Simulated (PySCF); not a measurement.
SMILES [F][InH][F] (HF₂In) (B3LYP/def2-SVP optimised geometry):

```
4

In    -0.271     0.000     0.000
H      1.427     0.000     0.000
F     -1.426     1.579     0.000
F     -1.427    -1.579     0.001
```

Method: B3LYP/def2-TZVP, def2 effective core potentials past Kr (PySCF).

What are the frontier orbital energies and the dipole moment?

HOMO-2 -10.16 eV, HOMO-1 -10.04 eV, HOMO -9.73 eV, LUMO -2.42 eV, LUMO+1 -2.13 eV; dipole moment 3.58 D.

On the same geometry PBE/def2-TZVP, def2 effective core potentials past Kr in PySCF gives HOMO-2 -8.49 eV, HOMO-1 -8.36 eV, HOMO -8.22 eV, LUMO -2.95 eV, LUMO+1 -2.50 eV; dipole moment 3.36 D.
